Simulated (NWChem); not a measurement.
Species: SiH₃Cl; SMILES [SiH3]Cl

```xyz
5

Si     0.0000     0.0000    -0.9580
Cl     0.0000     0.0000     1.1223
H     -0.7926    -1.1766    -1.4475
H      1.4152    -0.0981    -1.4475
H     -0.6226     1.2747    -1.4475
```
Atoms are numbered in this order, from 1.

Geometry: optimised at PBE-D3(BJ)/def2-SVP.

Question: Give the principal values of the shielding tensors (ppm) of Si1, Cl2 from PBE0/6-311G** (spherical d), GIAO (NWChem), with their diamagnetic and paramagnetic parts as GIAO splits them.

Answer: 
| atom | σ11 | σ22 | σ33 | isotropic | diamagnetic | paramagnetic |
|---|---|---|---|---|---|---|
| Si1 | 348.6 | 348.6 | 451.9 | 383.1 | 879.3 | -496.2 |
| Cl2 | 1014.3 | 1014.3 | 1022.6 | 1017.1 | 1147.7 | -130.6 |
